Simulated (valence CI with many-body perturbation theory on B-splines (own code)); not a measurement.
# Tl LI: key properties

Level of theory: valence CI with perturbative core correlation (CI+MBPT): three valence electrons over a frozen Dirac-Fock core [Ar] 3d10, a basis of 11 s, 11 p, 9 d, 7 f, 5 g, 2 h, 1 i functions for each j, with the one-electron correlation potential Σ1, the two-electron term Σ2, the three-electron term Σ3, Breit, model QED; selected CI, second order for the rest (own B-spline code, finite nucleus).

No measured spectrum was set against this ion. As an estimate, large intervals hold to a few tenths of a per cent, small ones and those within an open d or f shell to about a per cent.

Levels are named by their leading jj configuration (3d3/2^4 stands for four electrons in 3d with j = 3/2), which in mixed levels can hold well under half, so a name can repeat and another be missing.

Rates and lifetimes use the calculated energies. Strong lines usually hold to 10 to 20 %, long lifetimes can be off by a factor of two.

**Question.** What is the ground level?

**Answer.** (4s^2 4p1/2) J=1/2, composition 100 % 4s²4p ²P°, g = 0.657.

**Question.** Name the longest-lived excited levels whose lifetime is computed, and their main decay.

**Answer.** (4s 4p3/2 4d5/2) J=9/2 at 626.65 eV lives 55.1 ns, mostly by M1 to (4s 4p1/2 4d5/2) J=7/2; (4s^2 4p3/2) J=3/2 at 159.17 eV lives 34.4 ns, mostly by M1 to (4s^2 4p1/2) J=1/2.

**Question.** How well does LS coupling describe the low levels?

**Answer.** Among the lowest 20 levels the leading LS term, summed over configurations, holds 66 % on average. For single configurations the figures are 65 % in LS and 97 % in jj coupling. Terms mix most in the J = 3/2 level at 461.89 eV, where the leading one holds 35 %.

**Question.** What are the static dipole polarisabilities of the lowest levels?

**Answer.** (4s^2 4p1/2) J=1/2 0.0190 bohr³, of which the core gives 0.00132.

**Question.** What is the ionisation energy?

**Answer.** 2925.9 eV; NIST lists 2925 ± 4 eV (theoretical).

**Question.** Among levels below 788.47 eV, which E1 lines absorb most strongly from the ground level?

**Answer.** to (4s^2 4d3/2) J=3/2 at 3.586 nm, f = 0.862; to (4s 4p1/2 4p3/2) J=3/2 at 4.394 nm, f = 0.440; to (4s 4p1/2 4p3/2) J=1/2 at 4.357 nm, f = 0.396.

**Question.** Where does the other parity begin?

**Answer.** At (4s 4p1/2^2) J=1/2, 115.36 eV.
